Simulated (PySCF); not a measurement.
Ge(H)3(OH) (GeH4O), SMILES [GeH3][OH].

Geometry optimised at PBE0-D3(BJ)/def2-TZVP.

Method: PBE0-D3(BJ)/def2-TZVP in PySCF.

Frequencies are harmonic and unscaled.

| mode | ν (cm⁻¹) | IR (km/mol) | moving atoms (share of kinetic energy) |
|---|---|---|---|
| 1 | 173 | 99.3 | H 94 % |
| 2 | 614 | 44.8 | H 94 % |
| 3 | 631 | 52.7 | H 89 % |
| 4 | 706 | 120.0 | O 77 %, Ge 20 % |
| 5 | 868 | 72.4 | H 96 % |
| 6 | 871 | 50.5 | H 98 % |
| 7 | 888 | 65.6 | H 98 % |
| 8 | 946 | 85.5 | H 90 %, O 9 % |
| 9 | 2140 | 162.9 | H 98 % |
| 10 | 2143 | 78.1 | H 99 % |
| 11 | 2195 | 91.7 | H 99 % |
| 12 | 3903 | 64.3 | H 94 % |
